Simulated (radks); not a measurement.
The nuclear charge of neutral iridium is varied continuously with 77 electrons held in [Xe] 4f14 5d7 6s2. All-electron calculation, scalar-relativistic Kohn-Sham, PBE, spin-polarised, spherical densities, point nucleus; open shells are filled with parallel spins first (spin-orbit coupling, left out, can overturn this in heavy ions). Program: a radial shooting solver on a logarithmic mesh with Libxc functionals. By the Hellmann-Feynman theorem dE/dZ = E(electron-nucleus)/Z, the electronic potential at the nucleus. The scalar-relativistic energy here is not variational (the density holds large components alone), so the two differ by a part that grows with Z.

| Z | E (hartree) | E(electron-nucleus)/Z (hartree) | HOMO | e(HOMO) (eV) | <r> HOMO (bohr) |
|---|---|---|---|---|---|
| 76.75 | -17683.0877 | -571.702 | 5d | -3.638 | 1.816 |
| 77 | -17827.6003 | -574.593 | 6s | -5.810 | 2.975 |
| 77.25 | -17972.8516 | -577.487 | 6s | -7.808 | 2.864 |
| 77.5 | -18118.8423 | -580.382 | 6s | -9.930 | 2.767 |
| 77.75 | -18265.5732 | -583.281 | 6s | -12.165 | 2.681 |
| 78 | -18413.0454 | -586.183 | 6s | -14.509 | 2.603 |

The central difference of E at Z = 77 is -579.528 hartree, to compare with the third column; the second derivative is -11.8 hartree.
